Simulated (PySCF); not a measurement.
C5H2F3NS.
Structure used (GFN2-xTB), in Å, numbered top down from 1:
```xyz
12
C5H2F3NS angstrom
F      3.303   -0.149    0.497
C      2.035   -0.422    0.234
F      1.905   -1.661   -0.220
C      1.020    0.431    0.403
F      1.326    1.658    0.875
C     -0.383    0.199    0.139
C     -0.979   -0.992   -0.360
N     -2.269   -0.951   -0.513
S     -2.880    0.497   -0.082
C     -1.365    1.144    0.344
H     -0.458   -1.898   -0.612
H     -1.253    2.144    0.711
```

The closed-shell SCF was solved with PySCF and density fitting under several settings on one GFN2-xTB geometry (grid level 2 and gas phase unless stated).

```tsv
settings	basis functions	SCF cycles	E (Eh)	HOMO (eV)	LUMO (eV)	dipole (D)
PBE0/pcSseg-1	187	15	-943.3730	-7.06	-1.51	1.05
PBE0/def2-SVPD	232	14	-942.9485	-7.12	-1.58	1.02
```

Estimate the rows for these settings: (1) PBE0/STO-3G, damping 0.1 at the start, DIIS from the seventh cycle; (2) HSE06/pcSseg-0, fitting basis def2-universal-jkfit, energy threshold 1e-11 Eh.

```json
{"settings": "PBE0/STO-3G, damping 0.1 at the start, DIIS from the seventh cycle", "basis functions": "56", "SCF cycles": "19", "E (Eh)": "-931.7155", "HOMO (eV)": "-3.42", "LUMO (eV)": "2.04", "dipole (D)": "1.33"}
{"settings": "HSE06/pcSseg-0, fitting basis def2-universal-jkfit, energy threshold 1e-11 Eh", "basis functions": "98", "SCF cycles": "13", "E (Eh)": "-941.7637", "HOMO (eV)": "-6.99", "LUMO (eV)": "-2.12", "dipole (D)": "1.30"}
```

Over all rows, what range does the HOMO–LUMO gap span?

From 4.87 eV (HSE06/pcSseg-0, fitting basis def2-universal-jkfit, energy threshold 1e-11 Eh) to 5.55 eV (PBE0/pcSseg-1). The functional of the narrowest has 25 % exact exchange at short range alone, that of the widest 25 % exact exchange.

Compare two rows with the functional PBE0: PBE0/pcSseg-1 and PBE0/STO-3G, damping 0.1 at the start, DIIS from the seventh cycle. Which energy is lower, and by how much?

PBE0/pcSseg-1 (187 functions) lies 11.6575 Eh or 7315 kcal/mol below PBE0/STO-3G, damping 0.1 at the start, DIIS from the seventh cycle (56 functions).

Whole jobs, the steps after the SCF included, on one thread of an Arm Neoverse N1 (shared host):

```csv
settings,work after the SCF,wall time,peak memory
PBE0/pcSseg-1,"shieldings, ring-centre shieldings, charges and field gradients, density and orbital grids written",65 s,0.82 GiB
PBE0/def2-SVPD,"6 singlets by full TDDFT, 2 Tamm–Dancoff triplets, polarisability, density and orbital grids written",97 s,0.95 GiB
"PBE0/STO-3G, damping 0.1 at the start, DIIS from the seventh cycle","shieldings, ring-centre shieldings",14 s,0.45 GiB
"HSE06/pcSseg-0, fitting basis def2-universal-jkfit, energy threshold 1e-11 Eh","shieldings, ring-centre shieldings",32 s,0.74 GiB
```

Cycle counts include a coarse-grid stage where the run had one.

One conformer stands for the species.
